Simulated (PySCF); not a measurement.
The same groups moved round the core (styrene fluoro+silyl). Isolated molecules, 0 K electronic values unless said otherwise. One relaxed conformer stands for each flexible species; it need not be the lowest. Strings in code marks are SMILES.

Calculation: PySCF 2.14.0 with PBE0-D3(BJ)/def2-TZVP // PBE0-D3(BJ)/def2-SVP. All candidates: neutral, multiplicity 1. Delta-SCF ions had no search for a lower state. 

```json
{
 "HOMO": "-6.80 eV",
 "vertical ionisation energy (Delta-SCF)": "8.41 eV",
 "HOMO–LUMO gap": "5.33 eV"
}
```

Say which member has these values.
(A) `C=Cc1cc([SiH3])ccc1F` (C–C–C–C torsion 3°)
(B) `C=Cc1c(F)cccc1[SiH3]` (C–C–C–C torsion 145°)
(C) `C=C([SiH3])c1cccc(F)c1` (Si–C–C–C torsion 144°)
(D) `C=C([SiH3])c1ccc(F)cc1` (Si–C–C–C torsion 33°)

A, `C=Cc1cc([SiH3])ccc1F` (C–C–C–C torsion 3°). The others give `C=C([SiH3])c1cccc(F)c1` (Si–C–C–C torsion 144°): -6.97 eV, 8.58 eV, 5.63 eV; `C=Cc1c(F)cccc1[SiH3]` (C–C–C–C torsion 145°): -6.90 eV, 8.53 eV, 5.51 eV; `C=C([SiH3])c1ccc(F)cc1` (Si–C–C–C torsion 33°): -6.78 eV, 8.40 eV, 5.57 eV
